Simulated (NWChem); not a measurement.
System: CH$_{4}$BI; SMILES CBI

NWChem input:

```
start job
memory heap 200 mb stack 900 mb global 1100 mb
geometry units angstroms noautosym nocenter noautoz
  B     -0.636097     1.390476     0.004856
  H     -1.833101     1.533598    -0.014490
  I      0.010266    -0.638248    -0.000815
  C      0.357275     2.582225     0.008210
  H      0.056402     3.315124     0.777136
  H      0.235535     3.113333    -0.955289
  H      1.416562     2.324254     0.135014
end
basis spherical
  * library def2-svpd
end
ecp
  I library def2-ecp
end
dft
  xc xcamb88 1.00 lyp 0.81 vwn_5 0.19 hfexch 1.00
  cam 0.33 cam_alpha 0.19 cam_beta 0.46
  iterations 150
end
property
  response 1 0.0
end
task dft property
```

Excerpt of the output:

```
             Northwest Computational Chemistry Package (NWChem) 7.3.0
             --------------------------------------------------------

                             Geometry "geometry" -> ""
                             -------------------------

 Output coordinates in angstroms (scale by  1.889725989 to convert to a.u.)

  No.       Tag          Charge          X              Y              Z
 ---- ---------------- ---------- -------------- -------------- --------------
    1 B                    5.0000    -0.63609700     1.39047600     0.00485600
    2 H                    1.0000    -1.83310100     1.53359800    -0.01449000
    3 I                   53.0000     0.01026600    -0.63824800    -0.00081500
    4 C                    6.0000     0.35727500     2.58222500     0.00821000
    5 H                    1.0000     0.05640200     3.31512400     0.77713600
    6 H                    1.0000     0.23553500     3.11333300    -0.95528900
    7 H                    1.0000     1.41656200     2.32425400     0.13501400

 Effective nuclear repulsion energy (a.u.)     177.8116244490

                                 NWChem DFT Module
                                 -----------------

 Summary of "ao basis" -> "ao basis" (spherical)
 ------------------------------------------------------------------------------
       Tag                 Description            Shells   Functions and Types
 ---------------- ------------------------------  ------  ---------------------
 B                         def2-svpd                 8       20   4s2p2d
 H                         def2-svpd                 4        8   2s2p
 I                         def2-svpd                13       35   5s5p3d
 C                         def2-svpd                 8       20   4s2p2d

            General Information
            -------------------
          SCF calculation type: DFT
          Wavefunction type:  closed shell.
          No. of atoms     :     7
          No. of electrons :    40
           Alpha electrons :    20
            Beta electrons :    20
          Charge           :     0
          Spin multiplicity:     1
          Use of symmetry is: off; symmetry adaption is: off
          Maximum number of iterations: 150
          AO basis - number of functions:   107
                     number of shells:    45
          Convergence on energy requested:  1.00D-06
          Convergence on density requested:  1.00D-05
          Convergence on gradient requested:  5.00D-04

              XC Information
              --------------
                     Hartree-Fock (Exact) Exchange  1.000
                   CAM-Becke88 Exchange Functional  1.000
                      VWN V Correlation Functional  0.190 local
              Lee-Yang-Parr Correlation Functional  0.810

           Range-Separation Parameters
           ---------------------------
           Alpha           :  0.19
           Beta            :  0.46
           Gamma           :  0.33
           Short-Range HF  :     F

             Grid Information
             ----------------
          Grid used for XC integration:  medium
          Radial quadrature: Mura-Knowles
          Angular quadrature: Lebedev.
          Tag              B.-S. Rad. Rad. Pts. Rad. Cut. Ang. Pts.
          ---              ---------- --------- --------- ---------
          B                   0.85       49          12.0       434
          H                   0.35       45          13.0       434
          I                   1.40      123          12.0       590
          C                   0.70       49          13.0       434
          Grid pruning is: on
          Number of quadrature shells:   401
          Spatial weights used:  Erf1

      Superposition of Atomic Density Guess
      -------------------------------------

 Sum of atomic energies:        -411.25297400

      Non-variational initial energy
      ------------------------------

 Total energy =    -362.031623
 1-e energy   =    -797.327641
 2-e energy   =     336.939101
 HOMO         =      -0.327202
 LUMO         =      -0.016338

   convergence    iter        energy       DeltaE   RMS-Dens  Diis-err
 ---------------- ----- ----------------- --------- --------- ---------
 d= 0,ls=0.0,diis     1   -362.9557204980 -4.61D+02  1.03D-02  2.50D-01
 d= 0,ls=0.0,diis     2   -362.9805612926 -2.48D-02  3.95D-03  8.30D-02
 d= 0,ls=0.0,diis     3   -362.9924180390 -1.19D-02  9.65D-04  1.04D-02
 d= 0,ls=0.0,diis     4   -362.9942631716 -1.85D-03  1.95D-04  2.34D-04
 d= 0,ls=0.0,diis     5   -362.9942963943 -3.32D-05  6.33D-05  3.76D-05
  Resetting Diis
 d= 0,ls=0.0,diis     6   -362.9943023211 -5.93D-06  1.61D-05  7.80D-07
 d= 0,ls=0.0,diis     7   -362.9943025263 -2.05D-07  3.94D-06  4.46D-08

         Total DFT energy =     -362.994302526256
      One electron energy =     -799.956434114130
           Coulomb energy =      371.721621846544
    Exchange-Corr. energy =      -33.116407124147
 Nuclear repulsion energy =       98.356916865477

 Numeric. integr. density =       39.999989286995

                       DFT Final Molecular Orbital Analysis
                       ------------------------------------

 Vector   18  Occ=2.000000D+00  E=-3.858097D-01
              MO Center= -2.2D-01,  5.0D-01,  1.3D-02, r^2= 3.8D+00
   Bfn.  Coefficient  Atom+Function         Bfn.  Coefficient  Atom+Function
  ----- ------------  ---------------      ----- ------------  ---------------
    41      0.461246  3 I  py                44      0.319148  3 I  py
     6      0.296623  1 B  py                21     -0.194869  2 H  s
    69      0.188984  4 C  py                38     -0.184709  3 I  py
     5     -0.160955  1 B  px                35     -0.150261  3 I  py
    84      0.124990  5 H  s                100     -0.125295  7 H  s

 Vector   19  Occ=2.000000D+00  E=-3.389366D-01
              MO Center= -4.1D-02, -4.1D-01, -2.9D-03, r^2= 2.4D+00
   Bfn.  Coefficient  Atom+Function         Bfn.  Coefficient  Atom+Function
  ----- ------------  ---------------      ----- ------------  ---------------
    42      0.593972  3 I  pz                45      0.473287  3 I  pz
    39     -0.238532  3 I  pz                36     -0.193429  3 I  pz
     7     -0.126981  1 B  pz                10      0.088216  1 B  pz
    92      0.060199  6 H  s                 70     -0.059892  4 C  pz
    93      0.053338  6 H  s                 84     -0.048801  5 H  s

 Vector   20  Occ=2.000000D+00  E=-3.169214D-01
              MO Center= -3.9D-02, -4.4D-01, -9.9D-04, r^2= 2.6D+00
   Bfn.  Coefficient  Atom+Function         Bfn.  Coefficient  Atom+Function
  ----- ------------  ---------------      ----- ------------  ---------------
    40      0.580101  3 I  px                43      0.486020  3 I  px
    37     -0.232345  3 I  px                34     -0.187983  3 I  px
    41      0.176336  3 I  py                44      0.153610  3 I  py
    21      0.116354  2 H  s                  5      0.109424  1 B  px
    69      0.103178  4 C  py                38     -0.070622  3 I  py

 Vector   21  Occ=0.000000D+00  E=-1.986982D-02
              MO Center= -5.3D-01,  1.1D+00,  1.0D-02, r^2= 3.4D+00
   Bfn.  Coefficient  Atom+Function         Bfn.  Coefficient  Atom+Function
  ----- ------------  ---------------      ----- ------------  ---------------
     7      0.532669  1 B  pz                10     -0.447466  1 B  pz
    45      0.229602  3 I  pz                42      0.202597  3 I  pz
    60     -0.149489  3 I  d -1              92     -0.137947  6 H  s
    84      0.113235  5 H  s                 19     -0.105290  1 B  d  1
    55     -0.080975  3 I  d -1              39     -0.079117  3 I  pz

 Vector   22  Occ=0.000000D+00  E= 3.240248D-02
              MO Center=  5.6D-01, -1.9D+00, -1.3D-02, r^2= 1.1D+01
   Bfn.  Coefficient  Atom+Function         Bfn.  Coefficient  Atom+Function
  ----- ------------  ---------------      ----- ------------  ---------------
     4      3.518766  1 B  s                  3     -1.767961  1 B  s
    47     -1.456098  3 I  py                33     -1.142033  3 I  s
     8      0.966005  1 B  px                22      0.958483  2 H  s
   101     -0.940022  7 H  s                  9     -0.674132  1 B  py
    46      0.556362  3 I  px                26      0.383292  2 H  px

 Vector   23  Occ=0.000000D+00  E= 4.049073D-02
              MO Center= -5.0D-01,  1.4D+00, -4.0D-02, r^2= 1.1D+01
   Bfn.  Coefficient  Atom+Function         Bfn.  Coefficient  Atom+Function
  ----- ------------  ---------------      ----- ------------  ---------------
     3      2.396968  1 B  s                  4     -2.311393  1 B  s
    66     -0.842848  4 C  s                 22     -0.652917  2 H  s
    93      0.531149  6 H  s                 47     -0.513367  3 I  py
    85      0.470407  5 H  s                  8     -0.387329  1 B  px
    26     -0.249868  2 H  px                 2      0.228260  1 B  s

     Multipole analysis of the density
     ---------------------------------

     L   x y z        total         alpha         beta         nuclear
     -   - - -        -----         -----         ----         -------
     0   0 0 0     -0.000000    -20.000000    -20.000000     40.000000

[...]

 DFT Linear Response polarizability / au
 Frequency  =       0.0000000 / au
              X              Y              Z
 -----------------------------------------------
 X      57.2078690     -2.3706463     -0.0251274
 Y      -2.3706373     80.8662129     -0.0910870
 Z      -0.0251277     -0.0910866     51.5433888
 -----------------------------------------------
 Eigenvalues =      56.9728735     81.1016842     51.5429130
 Isotropic   =      63.2058235
 Anisotropic =      27.2525681
 -----------------------------------------------

 Magnetic Dipole Response Matrix (nonzero elements):

 Exiting AOResponse driver routine
```

Level: CAM-B3LYP/def2-SVPD with def2 effective core potentials on I. Coordinates come from a PBE0/def2-SVP optimisation. Not confirmed as a minimum by frequencies. def2 effective core potentials on I; no spin-orbit coupling.
